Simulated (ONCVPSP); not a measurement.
# Ranking ONCV potentials for Te

All share these settings but for the change named:

ONCVPSP 4.0.1 input, shortened (lines: element, Z, core and valence counts, functional; n l f; lmax; l rc ep ncon nbas qcut; lloc lpopt rc5 dvloc0; l nproj debl; icmod fcfact rcfact), LDA (Perdew-Zunger), scalar-relativistic:

```
  Te 52.00    6    5        3      upf
    1    0    2.00
    2    0    2.00
    2    1    6.00
    3    0    2.00
    3    1    6.00
    3    2   10.00
    4    0    2.00
    4    1    6.00
    4    2   10.00
    5    0    2.00
    5    1    4.00
    2
    0    1.30    0.00    4    7   11.10
    1    1.45    0.00    3    7   12.10
    2    1.15    0.00    3    8   15.50
    4    5    0.75    4.00
    0    3    3.70
    1    2    3.00
    2    3    3.90
    3    6.00    1.00
```

Test errors are all-electron minus pseudo excitation energies from the reference, over 4s2 4p6 4d10 5s2 5p3; 4s2 4p6 4d10 5s2 5p2; 4s2 4p6 4d10 5s2 5p1; 4s2 4p5 4d10 5s2 5p4. None of these files shows a bound ghost.

The base gives 129.0 meV.

Of 6 variants that were run, those that failed, showed a ghost or another fault, or gave nearly equal values are left out.

A variant can come out equal or close to the base, since the largest error may sit in a test that the change hardly touches while other tests move.

(1) Rank these variants by their largest absolute test error, smallest first.
A. p: qcut 16.1
B. p: qcut 10.3
C. p: qcut 12.3
D. p: qcut 7.3

## Answers

(1) D (69.7 meV), A (97.4 meV), C (125.7 meV), B (152.4 meV).
